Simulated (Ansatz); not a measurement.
`BC(O)CC`, charge 0, multiplicity 1.

(1) Give a relaxed structure at PBE0-D4/def2-TZVP (the Gaussian-basis code of Ansatz). (Estimate.)

Answers

(1) Ansatz gave: 
```xyz
14

B     0.469    1.005    1.698
C     0.589    0.153    0.407
O     0.007    1.539    0.187
C    -0.393   -0.887   -0.028
C    -0.578   -0.981   -1.534
H     1.422    1.622    2.083
H    -0.500    0.887    2.390
H     1.546    0.091   -0.113
H     0.695    2.118   -0.158
H    -0.029   -1.841    0.371
H    -1.348   -0.696    0.469
H    -1.298   -1.758   -1.798
H     0.365   -1.218   -2.035
H    -0.946   -0.036   -1.940
```
This is one stationary point; other conformers may exist.
